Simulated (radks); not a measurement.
Results of a calculation; reference values are marked as such.
Neutral molybdenum inside a hard spherical wall (all orbitals vanish at R), configuration held at [Kr] 4d5 5s1 and not refilled when levels cross. Code: a radial shooting solver on a logarithmic mesh with Libxc functionals. Model: scalar-relativistic Kohn-Sham, LDA (Slater exchange, Perdew-Wang correlation), spin-polarised, spherical densities, finite nucleus; open shells are filled with parallel spins first (spin-orbit coupling, left out, can overturn this in heavy ions); Fermi nuclear charge, rms radius 4.4091 fm. Eigenvalues in eV for spin up, with the zero of energy where the potential of the charges vanishes at infinity; a dash marks a level that is unbound or too diffuse for the functional's potential to be trusted. A positive occupied level is held by the wall or, in an anion where self-interaction has pushed it up, behind a barrier. The pressure on the wall is -dE/dV.

R (bohr)  E (hartree)  kinetic (hartree)    e(4s)    e(4p)   e(5s)   e(4d)  e(5p, empty)  e(6s, empty)  pressure (GPa)
free      -4044.51248           4168.895  -64.908  -39.183  -4.833  -4.670        -1.413        -0.019               0
20        -4044.51248           4168.895  -64.908  -39.183  -4.833  -4.670        -1.413         0.130        < 0.0001
10        -4044.51207           4168.899  -64.874  -39.149  -4.803  -4.639        -1.273         2.065          0.0113
8         -4044.50831           4168.929  -64.684  -38.961  -4.622  -4.470        -0.823         4.819           0.174
6         -4044.47107           4169.142  -63.616  -37.920  -3.452  -3.534         1.235        13.492            3.13
3         -4042.47483           4176.721  -48.307  -23.199  28.530  12.756        42.196        122.87             857
2.5       -4039.64320           4186.949  -37.131  -11.677  62.690  27.203        81.267        210.05            3430
2         -4030.93076           4216.123  -12.087   15.695  146.79  61.124        172.03        397.43           17800
